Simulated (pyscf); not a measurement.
`[SnH2]` [singlet] + `[SnH4]` → `[SnH3][SnH3]`, an insertion (singlet surface; H–Sn broken, Sn–Sn, H–Sn formed). Optimised with ωB97X-D3(BJ)/def2-SVP in PySCF. MP2 and CC: frozen core, UHF for open shells. ΔMP2 is the change of the MP2 total energy from the triple- to the quadruple-zeta basis. Energies in kcal/mol from the separated reactants.

Small-basis levels: PySCF, no dispersion term, spherical d functions. AM1 to PM7: differences of heats of formation from MOPAC, which are fitted to 298 K values and so differ in kind from electronic energies by zero-point and thermal terms. 

| level | barrier | reaction energy |
|---|---|---|
| HF/6-31G*+LANL2DZ | 21.6 | -25.6 |
| BP86/6-31G*+LANL2DZ | [?] | -32.1 |
| PBE/6-31G*+LANL2DZ | -0.9 | -34.7 |
| M06-2X/6-31G*+LANL2DZ | 5.2 | -32.0 |
| B3LYP/def2-SVP | 6.2 | -27.6 |
| AM1 | -15.7 | -42.5 |
| PM3 | 4.9 | -32.2 |
| CCSD(T)/def2-TZVPP + ΔMP2(QZVPP) | [?] | -35.7 |

Q: What belongs in the gaps?

A: 
- BP86/6-31G*+LANL2DZ, barrier: 2.1
- CCSD(T)/def2-TZVPP + ΔMP2(QZVPP), barrier: -1.1

Against the last row the barrier runs from -14.6 (AM1) to +22.7 kcal/mol (HF/6-31G*+LANL2DZ). CCSD(T)/def2-TZVPP + ΔMP2(QZVPP) has limits of its own. On the reactant side the descent ends in an adduct with a Sn–Sn contact, 10.9 kcal/mol under the separated species and 6.5 kcal/mol under the saddle at ωB97X-D3(BJ)/def2-TZVP. At CCSD(T) the saddle lies under the separated reactants, which points to a path from their complex (located at ωB97X-D3(BJ) alone). What is counted as formed (Sn–Sn) is already present as a longer contact in the reactant adduct; forming that adduct is a step of its own. At ωB97X-D3(BJ)/def2-TZVP the barrier from the zero used here is -4.4 kcal/mol. One saddle was located; it need not be the lowest between these sides. The CCSD(T) − MP2 part came from Ansatz, without density fitting, on the same reference. The frozen core leaves the outer d or s,p core shells of the metals and heavy elements correlated in the MP2 and CC values, and def2-TZVPP describes them poorly, which can shift differences by a few kcal/mol. In the def2 sets elements past Kr carry core potentials, without spin-orbit coupling.
